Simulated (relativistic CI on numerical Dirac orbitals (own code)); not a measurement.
## Sensitivity of the levels of Eu XXVI to α and to the nuclear radius

Calculated at this level of theory: Dirac-Coulomb-Breit CI, KLI orbitals optimised for each configuration, derivatives by finite differences, unscaled Slater integrals, QED left out (own radial code, finite nucleus).

Configuration list (outside the closed core [Ar] 3d10): 4s2.4p6.4d2, 4s2.4p5.4d3, 4s2.4p6.4d.4f, 4s.4p6.4d2.4f, 4s2.4p6.4d.5p, 4s2.4p6.4f2, 4s.4p6.4f3, 4p6.4d4, 4p5.4d5. Double excitations out of closed p, d and f shells are left out; levels of such configurations are missing from the list, as are those of other unlisted configurations, and high levels can miss mixing partners.

With x = (α/α₀)² − 1 an excitation energy changes as ω = ω₀ + qx; K = 2q/ω₀ is the relative enhancement. Terms are leading LS components, so labels can repeat. The field-shift factor is F = δν/δ⟨r²⟩ for the transition from the lowest level.

Lowest level 4s2.4p6.4d2 3F_2.

| Level | ω₀ (cm⁻¹) | q (cm⁻¹) | F (GHz/fm²) |
| --- | --- | --- | --- |
| 4s2.4p6.4d2 3P_0 | 46928 | 6298 | 0.212 |
| 4s2.4p6.4d2 3F_3 | 51969 | 57490 | 0.911 |
| 4s2.4p6.4d2 3P_2 | 77620 | 55990 | 1.01 |
| 4s2.4p6.4d2 3F_4 | 80764 | 68220 | 1.16 |
| 4s2.4p6.4d2 3P_1 | 85121 | 57800 | 1.06 |
| 4s2.4p6.4d2 1G_4 | 129778 | 105900 | 1.82 |
| 4s2.4p6.4d2 3P_2 | 141082 | 116600 | 2 |
| 4s2.4p6.4d2 1S_0 | 200563 | 109600 | 1.88 |
| 4s2.4p5.4d3 5F°_2 | 905367 | 40420 | 3.49 |
| 4s2.4p5.4d3 5D°_1 | 910170 | 45890 | 3.57 |
| 4s2.4p5.4d3 5D°_0 | 921710 | 52830 | 3.88 |
| 4s2.4p5.4d3 5F°_3 | 928095 | 70460 | 3.89 |
| 4s2.4p5.4d3 5S°_2 | 947149 | 95530 | 3.98 |

At this charge energies of transitions that change n are usually good to better than 1 %, and those within a shell (Δn = 0) to a few per cent. Terms inside the open d or f shell come out 10 to 20 % too wide with unscaled integrals.

Which transition from the lowest level has the largest |K|?

4s2.4p6.4d2 3F_3 at 51969 cm⁻¹, K = 2.21.
